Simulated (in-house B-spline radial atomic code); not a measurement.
# PBE excitations of Cs⁺

Method: PBE. Computed with an all-electron radial atomic-structure program (B-spline basis): linear response of the closed shell [Kr] 4d10 5s2 5p6 with the functional's adiabatic kernel; scalar-relativistic (spin-free one-electron X2C), finite nucleus, no spin-orbit coupling, no double excitations, S, P, D and F terms only; shells from n = 3 respond. Only terms of natural parity with L up to 3 were computed.

Spin-orbit coupling is strong here, so these LS terms don't match observed levels.

Command:
```bash
python run_td.py task.json out
```
Settings (radii: box in bohr, nucleus in fm):
```
Z                        55
electrons                54
configuration            [Kr] 4d10 5s2 5p6
hamiltonian              x2c
method                   pbe,pbe
box_radius               41.61
rms_radius               4.8041
intervals                74
```

Cost of the run: 4.7 s on 1 thread of Arm Neoverse N1, with other jobs on the host.

The lowest states, in the order of their Tamm-Dancoff energies; the method's threshold (minus the highest occupied level) is 18.671 eV. Labels give the largest channel, * marks a mixed state, and oscillator strengths are full-response dipole values. Semilocal kernels can invert the small singlet-triplet splittings of Rydberg terms. Energies in eV:

```tsv
state	full response	Tamm-Dancoff	oscillator strength
5p → 6s 3P	12.775	12.792	-
5p → 6s 1P	13.107	13.117	0.425
5p → 5d 3P	13.450	13.490	-
5p → 5d 3F	13.521	13.580	-
5p → 5d 1F	14.342	14.353	-
5p → 6p 3S	14.898	14.908	-
5p → 6p 3D	15.095	15.100	-
5p → 6p 1D	15.203	15.206	-
5p → 6p 1S	15.740	15.795	-
5p → 5d 1P	?	?	?
5p → 7s 3P	?	?	-
5p → 7s 1P	16.846	16.848	0.113
```

Q: Where does 5p → 7s 3P lie?

A: At 16.800 eV in full response, 16.802 eV in Tamm-Dancoff.

Q: Where does 5p → 5d 1P lie?

A: At 15.972 eV in full response, 16.149 eV in Tamm-Dancoff, oscillator strength 2.12.

Q: How large is the singlet-triplet splitting of 5p → 6s (P terms) in Tamm-Dancoff?

A: 0.325 eV, from the unrounded values.

Q: What polarisabilities and dispersion coefficient does the method give?

A: Dipole 16.33 bohr³, quadrupole 92.05 bohr⁵, C6 142.4 hartree·bohr⁶ for two such species.
